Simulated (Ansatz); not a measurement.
Spectroscopic constants of ZrO, closed-shell singlet (the spin of the measured ground state). No spin–orbit coupling.

The constants come from a fifth-degree fit in 1/R (seven points, main isotopes). In def2 and cc sets the state is the lowest found near the PBE0 minimum, followed along R. The singlet is held restricted.

Correlated levels freeze the inner cores; with def2 sets outer-core shells near the valence are correlated too. CBS(a, b) extrapolates the correlation energy as X⁻³ and adds the Hartree–Fock energy of set b.

Programs: Ansatz (a first-principles code). Values without a source in brackets are computed. In def2 rows elements past Kr take small-core potentials, without spin–orbit coupling.

Question: What bond length and harmonic frequency does wB97M-V/def2-TZVPP give, and what D_e (from each atom's lowest state at the same level)?

Answer: r_e = 1.700 Å, ω_e = 1041 cm⁻¹, D_e = 7.66 eV.

Question: What bond length and harmonic frequency does B2PLYP/def2-TZVPP give?

Answer: r_e = 1.724 Å, ω_e = 972 cm⁻¹.

Question: What bond length and harmonic frequency does CCSD(T)/CBS(def2-TZVPP, def2-QZVPP) give, and what D_e (from each atom's lowest state at the same level)?

Answer: r_e = 1.713 Å, ω_e = 982 cm⁻¹, D_e = 8.04 eV.

Measured for the ground state: ω_e 969.76 cm-1, ω_e x_e 4.9 cm-1 [Huber and Herzberg (1979), NIST Chemistry WebBook]. D_0 7.902 ± 0.11 eV (a handbook's tabulated 298 K bond energy less 3RT/2; such tables hold older values) [Luo, bond dissociation energies, CRC Handbook]. dipole 2.551 D [compilation of Liu, Meijer and Pérez-Ríos].

Doubts at one or more of the structures used: a restricted determinant that unrestricted orbitals would lower (B2PLYP/def2-TZVPP, CCSD(T)/CBS(def2-TZVPP, def2-QZVPP)).
